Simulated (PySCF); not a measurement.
NMR data sheet: C4H8OSi

- Formula: C4H8OSi
- SMILES: C=CC(=C)O[SiH3]
- Point group of the computed structure: Cs
- Degrees of unsaturation: 2
- Carbon signals: 4
- Proton signals: 6

Mapped SMILES: `[CH2:1]=[CH:2][C:3](=[CH2:4])[O:5][SiH3:6]`. Each H is labelled by its parent atom. Ha(C4) is cis to C2; Ha(C1) is cis to C3; Hb(C4) is trans to C2; Hb(C1) is trans to C3.

Gas phase, one computed conformer, non-relativistic, equivalent nuclei averaged. GFN2-xTB structure; shieldings: GIAO PBE0/pcSseg-1; PySCF 2.14.0 with density-fitted response routines.

Referencing at the same level of theory: 1H, 13C, 29Si vs TMS; 17O against H2O.

| carbon | δC, type | δH (multiplicity) | HMBC from (2–3 bonds) | span of the C tensor (ppm) |
| --- | --- | --- | --- | --- |
| C1 | 123.6, CH2 | Hb(C1) 5.55 (m); Ha(C1) 6.01 (m) | H(C2) | 224 |
| C2 | 141.2, CH | 6.36 (m) | Ha(C1), Hb(C1), Ha(C4), Hb(C4) | 210 |
| C3 | 164.4, C | – | H(C2), Ha(C1), Hb(C1), H(Si6), Ha(C4), Hb(C4) | 195 |
| C4 | 96.6, CH2 | Ha(C4) 4.50 (m); Hb(C4) 4.35 (m) | H(C2) | 151 |

Other nuclei:
```
 atoms  nucleus                        environment  δ (ppm)  σ (ppm)
H(Si6)       1H  hydrogen on a silicon bonded to O     5.04    26.67
   Si6     29Si           silicon bonded to O, 3 H    -43.9    393.1
    O5      17O             oxygen bonded to C, Si     88.5    247.6
```

Carbon types of the structure: 1 × C, 1 × CH, 2 × CH2, leaving 3 H on heteroatoms. δC 164.4: alkene carbon bearing oxygen; an sp2 carbon further deshielded by the attached heteroatom. δC 141.2: alkene CH; the olefinic region. δC 123.6: terminal =CH2 carbon; the olefinic region. δC 96.6: β carbon of an enol-ether or enamine type C=C; the O or N lone pair pushes π density onto this β carbon and shields it. δH 4.50, 4.35: hydrogen on a β carbon of an enol-ether or enamine type C=C; lone-pair donation from O or N shields it, upfield of ordinary alkene protons.

Shifts are as computed. Against solution values, carbons near 30 ppm lie about +3 ppm off and those near 130 ppm about +5 ppm. Of 1211 compounds with measured shifts, 218 miss one by over three times the rms of a fit or turn the order of signals round; such compounds aren't used in these exercises. Experimental scales use liquid or dissolved standards, which lie at an offset from isolated H2O (liquid H2O: subtract about 36 ppm). No couplings were computed; multiplicities are counted from neighbouring protons, with m where these are inequivalent, close in shift, in a saturated or five-membered ring or joined by F or P, and br s for small geminal =CH2 splittings.
